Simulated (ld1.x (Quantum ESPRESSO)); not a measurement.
# What one change does to a pseudopotential (antimony, TM)

- Element: Sb (Z = 51)
- Generator: ld1.x (Quantum ESPRESSO) 7.5
- Type: norm-conserving Troullier–Martins (Kleinman–Bylander form)
- Functional: PBEsol
- Relativity: scalar-relativistic
- Frozen core: [Kr] 4d10
- Valence charge: 5
- Reference configuration: 5s2 5p3
- Partial waves: 5s (bound): rc 1.45 bohr; 5d channel at 0.1 Ry: rc 1.50 bohr; 5p (bound): rc 1.90 bohr
- Local potential: the p channel
- Core correction: none

Change: all radii scaled by about 1.23 (s 1.78, p 2.34, d 1.84 bohr).

Cutoffs: the cutoffs (Ry, on a coarse ladder) from which the occupation-weighted sum of valence levels, in a spherical-Bessel basis at the reference potential, stays within 10 and 1 mRy of its value at 400 Ry; they do not see the model core or the augmentation charge, which bear on the density cutoff. Errors are all-electron minus pseudo energies relative to the spin-unpolarised reference configuration.

Problem. Predict the effect on cutoff, ghosts and configuration errors.

Solution. The potential gets softer (35 Ry and 160 Ry → 25 Ry and 50 Ry); the bound ghosts move from s to d; the number of tests that count goes from 6 to 7; of the 6 tests that both files solve, the error grows in 0 and shrinks in 6 by more than 15 % and 0.3 meV (median size 211.8 → 5.8 meV). A larger radius leaves more room for a smooth pseudo-wave, so fewer plane waves are needed. That the errors move this way runs against the usual rule that smaller radii transfer better.

| quantity | base | changed |
| --- | --- | --- |
| cutoff, loose | 35 Ry | 25 Ry |
| cutoff, tight | 160 Ry | 50 Ry |
| loose cutoff by channel (10 mRy a level) | s 25 Ry, p 8 Ry | s 18 Ry, p 10 Ry |
| bound ghosts | s | d |
| tests counted (converged, no solver errors) | 6 of 7 | 7 of 7 |
| error for 5s2 5p2, meV [ΔE 8.34 eV] | +128 | -5.2 |
| error for 5s2 5p1, meV [ΔE 24.36 eV] | +598 | -23 |
| error for 5s2 5p0, meV [ΔE 48.80 eV] | +2271 | -40 |
| error for 5s2 5p2.5, meV [ΔE 3.27 eV] | +39 | -1.4 |
| error for 5s1 5p3, meV [ΔE 17.11 eV] | +295 | +6.4 |
| error for 5s2 5p3.3, meV [ΔE -1.16 eV] | +2.8 | +0.1 |

Base: Tests not counted: 5s1 5p0 (solver errors, printed error +7.0 eV). These tests converged, but a pseudo level misses the all-electron one widely, so the file describes the atom poorly there or has found another state: 5s2 5p0: 5s by 3.5 eV. ld1.x printed “convergence not achieved” for 6 of the counted tests; their residual had stalled under 1e-8, short of the target of 1e-14. Changed file: ld1.x printed “convergence not achieved” for 7 of the counted tests; their residual had stalled under 1e-8, short of the target of 1e-14. A true bound ghost makes a file unfit for plane-wave use even where its test errors are small: the radial tests pick states by their node count and pass the ghost by. Where a test does run into it, the solver fails or the error is huge.
